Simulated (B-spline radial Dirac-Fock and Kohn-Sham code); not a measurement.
**Ne 2p3/2: cross section and angular parameters**

System: the Ne atom, configuration 1s2 2s2 2p6; threshold 18.86 eV (orbital energy of the model). Level of theory: Dirac-Hartree-Slater photoionisation with a Latter tail; cross sections with all multipoles, angular parameters from the dipole term and its interference with E2; a radial atomic solver.

For linearly polarised light dσ/dΩ = σ/(4π) [1 + β P₂(cos θ) + (δ + γ cos²θ) sin θ cos φ], with θ from the polarisation vector and φ the angle between the beam and the projection of the electron momentum on the plane normal to the polarisation.

```csv
hν (eV),σ (kb),β,γ,δ
60.3,4530,1.272,0.027,0.009
85,2910,1.407,0.047,0.009
93.3,2470,1.432,0.054,0.010
100,2170,1.447,0.060,0.010
157,804,1.491,0.113,0.012
200,439,1.474,0.151,0.014
212,378,1.465,0.161,0.015
231,301,1.450,0.175,0.016
286,168,1.400,0.213,0.018
300,147,1.387,0.222,0.019
400,63.4,1.294,0.277,0.024
465,40.4,1.237,0.307,0.028
577,?,?,?,?
929,4.48,0.920,0.441,0.056
968,3.91,0.900,0.448,0.058
1080,2.71,0.847,0.466,0.065
1486.9,0.907,0.697,0.517,0.088
1920,0.369,0.588,0.556,0.110
1960,0.343,0.579,0.559,0.112
2120,0.259,0.549,0.571,0.120
3780,0.0311,0.356,0.680,0.188
4000,0.0251,0.339,0.692,0.195
4930,0.0113,0.280,0.740,0.227
5610,0.00687,0.245,0.768,0.248
6000,0.00529,0.227,0.782,0.259
10500,0.000578,0.103,0.898,0.369
11800,0.000362,0.082,0.925,0.396
13100,0.000238,0.064,0.950,0.421
15000,0.000138,0.041,0.983,0.456
```

Q: Give the values at 577 eV.

A: σ = 20.9 kb, β = 1.145, γ = 0.350, δ = 0.034.

Values without a named source are computed, but for edge energies of neutral atoms, which are taken from tables.
